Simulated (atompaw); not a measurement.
**Reading a pseudo-wave (cobalt (Co))**

Columns: radius, all-electron u(r) and pseudo u(r) of the 4s shell (level -9.25 eV) of cobalt in the configuration [Ne] 3s2 3p6 3d7 4s1.5 4p0; LDA (PW92), scalar-relativistic, PAW (atompaw) scheme, atompaw 4.2.0.5.

```json
{"r (bohr)": "0.069", "all-electron": "-0.0127", "pseudo": "-0.0022"}
{"r (bohr)": "0.138", "all-electron": "0.1582", "pseudo": "-0.0037"}
{"r (bohr)": "0.208", "all-electron": "0.1605", "pseudo": "-0.0040"}
{"r (bohr)": "0.277", "all-electron": "0.0546", "pseudo": "-0.0023"}
{"r (bohr)": "0.346", "all-electron": "-0.0777", "pseudo": "0.0017"}
{"r (bohr)": "0.415", "all-electron": "-0.1895", "pseudo": "0.0086"}
{"r (bohr)": "0.485", "all-electron": "-0.2628", "pseudo": "0.0189"}
{"r (bohr)": "0.554", "all-electron": "-0.2934", "pseudo": "0.0326"}
{"r (bohr)": "0.623", "all-electron": "-0.2881", "pseudo": "0.0499"}
{"r (bohr)": "0.692", "all-electron": "-0.2552", "pseudo": "0.0710"}
{"r (bohr)": "0.762", "all-electron": "-0.2018", "pseudo": "0.0961"}
{"r (bohr)": "0.831", "all-electron": "-0.1366", "pseudo": "0.1243"}
{"r (bohr)": "0.900", "all-electron": "-0.0644", "pseudo": "0.1557"}
{"r (bohr)": "0.969", "all-electron": "0.0105", "pseudo": "0.1899"}
{"r (bohr)": "1.038", "all-electron": "0.0852", "pseudo": "0.2264"}
{"r (bohr)": "1.108", "all-electron": "0.1584", "pseudo": "0.2652"}
{"r (bohr)": "1.177", "all-electron": "0.2267", "pseudo": "0.3047"}
{"r (bohr)": "1.246", "all-electron": "0.2902", "pseudo": "0.3446"}
{"r (bohr)": "1.315", "all-electron": "0.3484", "pseudo": "0.3844"}
{"r (bohr)": "1.385", "all-electron": "0.4018", "pseudo": "0.4239"}
{"r (bohr)": "1.454", "all-electron": "0.4489", "pseudo": "0.4614"}
{"r (bohr)": "1.523", "all-electron": "0.4905", "pseudo": "0.4967"}
{"r (bohr)": "1.592", "all-electron": "0.5268", "pseudo": "0.5293"}
{"r (bohr)": "1.662", "all-electron": "0.5585", "pseudo": "0.5592"}
{"r (bohr)": "1.731", "all-electron": "0.5850", "pseudo": "0.5851"}
{"r (bohr)": "1.800", "all-electron": "0.6071", "pseudo": "0.6071"}
```

(1) How many radial nodes do the two functions have?

(2) Is the pseudo-wave norm-conserving?

Results:

(1) The all-electron 4s function has n − l − 1 = 3; the pseudo-wave has 1, since 1 lower shell of the same l stays in the valence.

(2) No, it belongs to a PAW set: the norm inside the radius is not constrained, and the difference is carried by the augmentation charge.
